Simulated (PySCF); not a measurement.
## Gd(3+) (gadolinium, charge +3) across methods

[Xe] 4f7, high-spin 8S determinant. All numbers are calculated (PySCF 2.14, the spin-free X2C one-electron Hamiltonian (Gaussian nucleus), in x2c-TZVPPall (11s7p7d4f2g, 113 functions)).

```csv
method,E (hartree),mean ε 5p α (eV),mean ε 5p β (eV),mean ε 4f α (eV),Σ⟨r²⟩ (bohr²),⟨S²⟩
PBE,-11269.11,-52.763,-50.440,-35.649,35.15,15.754
UHF,-11265.45305,-59.593,-56.258,-47.702,35.04,15.757
r2SCAN,-11269.43,-53.669,-50.947,-35.985,35.06,15.757
LDA,-11260.98,-52.974,-50.716,-35.926,35.13,15.753
PBE0,-11269.07,-54.758,-52.257,-38.843,35.06,15.754
```

Spin-orbit coupling, which splits the p, d and f shells strongly at this Z, is absent.
